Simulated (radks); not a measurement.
Values are calculated unless marked as measured or tabulated.
Eu+, 62 electrons, occupied as [Xe] 4f7 5d0.5 6p0.5 (fractional occupations, a model configuration). Level of theory: Dirac Kohn-Sham, LDA (Slater exchange, Perdew-Wang correlation), spin-unpolarised, spherical densities, finite nucleus; open shells fill j = l - 1/2 first; Fermi nuclear charge, rms radius 5.1115 fm (a radial shooting solver on a logarithmic mesh with Libxc functionals). Some entries of the table are withheld. Estimate them.

orbital  occ.  eigenvalue (hartree)  r(max) (bohr)  <1/r> (bohr^-1)
1s1/2       2             -1773.985            (1)            70.16
2s1/2       2             -291.3856        0.08079            16.71
2p1/2       2             -276.5864            (2)            16.70
2p3/2       4             -252.8005            (3)            14.82
3s1/2       2             -64.25436         0.2293            6.079
3p1/2       2             -57.84210         0.2163            5.998
3p3/2       4             -52.99585         0.2285            5.523
3d3/2       4             -41.84752         0.1817            5.402
3d5/2       6             -40.79187         0.1851            5.283
4s1/2       2             -12.90164         0.5279            2.540
4p1/2       2             -10.42480         0.5327            2.435
4p3/2       4              -9.34970         0.5589            2.272
4d3/2       4              -5.26292         0.5685            2.052
4d5/2       6              -5.07014         0.5771            2.011
5s1/2       2              -1.85736          1.233           0.9649
5p1/2       2                   (4)            (5)           0.8442
5p3/2       4                   (6)            (7)           0.7853
4f5/2       6              -0.32848         0.5897            1.417
4f7/2       1              -0.30586         0.5951            1.396
5d3/2     0.5                   (8)          2.085           0.4642
5d5/2       0                   (9)          2.139           0.4514
6p1/2     0.5              -0.21033          4.210           0.2593
6p3/2       0              -0.19792          4.456           0.2463

Answer. 
(1) 1s1/2 r(max) (bohr): 0.01421
(2) 2p1/2 r(max) (bohr): 0.06108
(3) 2p3/2 r(max) (bohr): 0.06681
(4) 5p1/2 eigenvalue (hartree): -1.19217
(5) 5p1/2 r(max) (bohr): 1.350
(6) 5p3/2 eigenvalue (hartree): -1.05135
(7) 5p3/2 r(max) (bohr): 1.430
(8) 5d3/2 eigenvalue (hartree): -0.26774
(9) 5d5/2 eigenvalue (hartree): -0.25925
